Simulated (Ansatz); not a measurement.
Consider the redistribution: `O[SiH2]OC[SiH3]` + `C#CB(F)F` → `O[SiH2]B(F)F` + `C#COC[SiH3]`.

Gas-phase electronic energies from Ansatz, PBE0-D4/def2-TZVP geometries. CCSD(T)/CBS adds triple-zeta CCSD(T) − MP2 to the extrapolated MP2 energy (def2 sets, frozen cores). DFT in def2-TZVPP. B3LYP here is the variant with VWN-RPA as its local correlation; programs differ in this. Each species was taken in one conformer, which may not be the lowest.

(1) Is it downhill or uphill in electronic energy at CCSD(T)/CBS, and by how much? (Estimate.)

(2) What do these levels give: PBE-D4, B3LYP-D4, ωB97X-V, ωB97M-V, PBE, PBE0, B3LYP, MP2/def2-TZVPP, CCSD/def2-TZVPP, SCS-MP2/def2-QZVPP, HF/CBS(def2), MP2/CBS(def2)? (Estimate.)

Largest T1 diagnostic among the species: 0.014.

## Answers

(1) Ansatz gave: Uphill: ΔE = +63.1 kcal/mol.

(2) Computed: PBE-D4 54.4, B3LYP-D4 59.9, ωB97X-V 58.7, ωB97M-V 61.3, PBE 54.3, PBE0 56.8, B3LYP 59.7, MP2/def2-TZVPP 64.7, CCSD/def2-TZVPP 63.1, SCS-MP2/def2-QZVPP 64.9, HF/CBS(def2) 65.6, MP2/CBS(def2) 65.4 kcal/mol.

From PBE to PBE0 (25 % exact exchange), in def2-TZVPP and without D4, ΔE moves by +2.5 kcal/mol.
